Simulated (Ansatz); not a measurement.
Frontier orbitals of C2H6AlClO (`C[O][Al]([CH3])[Cl]`).

```xyz
11

C     0.832   -1.309   -1.635
O     0.130   -0.331   -0.922
Al    0.007    0.120    0.690
C    -1.124    1.585    1.237
Cl    1.137   -0.979    2.085
H     1.452   -1.935   -0.983
H     1.484   -0.835   -2.376
H     0.131   -1.958   -2.168
H    -0.535    2.368    1.722
H    -1.868    1.251    1.965
H    -1.646    2.024    0.385
```

Total charge 0; spin multiplicity 1. Geometry: relaxed with PBE0-D4/def2-TZVP. It is one conformer, not always the lowest. Basis def2-TZVPP, Ansatz.

| functional | HOMO (eV) | LUMO (eV) | gap (eV) |
| --- | --- | --- | --- |
| PBE | -6.75 | -0.98 | 5.77 |
| PBE0 | -8.27 | -0.17 | 8.10 |
| B3LYP | -8.03 | -0.45 | 7.58 |
| r2SCANh | -7.64 | -0.32 | 7.32 |
| ωB97X-V | -10.77 | 1.71 | 12.48 |
| ωB97M-V | -10.68 | 1.33 | 12.01 |

From PBE to PBE0 the HOMO moves by −1.52 eV and the LUMO by +0.82 eV, and with ωB97M-V by −3.94 and +2.32 eV, so the gap grows from 5.76 to 12.02 eV with exact exchange. A positive LUMO is unbound and depends on the basis.

B3LYP here is the variant with VWN-RPA as its local correlation; programs differ in this.
